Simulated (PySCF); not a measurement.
Ge(H)3(tBu) (C4H12Ge), SMILES C[C](C)(C)[GeH3]. Heavy atoms are numbered as in [GeH3:1][C:2]([CH3:3])([CH3:4])[CH3:5]. Hydrogens are named by the atom that carries them.

Geometry optimised at PBE0-D3(BJ)/def2-SVP. The isomer is the one that the SMILES or the coordinates give; other isomers of the formula were not compared.

Method: KT2/pcSseg-1 in PySCF.

GIAO shieldings, no solvent; atoms alike by connectivity are averaged. δ = σ(ref) − σ: ⁷³Ge against GeH4 (σ = 1669.3 ppm); ¹³C against TMS (σ = 185.1 ppm); ¹H against TMS (σ = 31.47 ppm), references at their B3LYP-D3(BJ)/def2-TZVP geometries, non-relativistic.

Computed chemical shifts:
| nucleus | atoms | count | δ (ppm) |
|---|---|---|---|
| ⁷³Ge | Ge1 (GeH3) | 1 | 157.5 |
| ¹³C | C3 (CH3) | 3 | 32.8 |
| ¹³C | C2 | 1 | 29.0 |
| ¹H | H on Ge1 | 3 | 4.15 |
| ¹H | H on C3 | 9 | 1.49 |
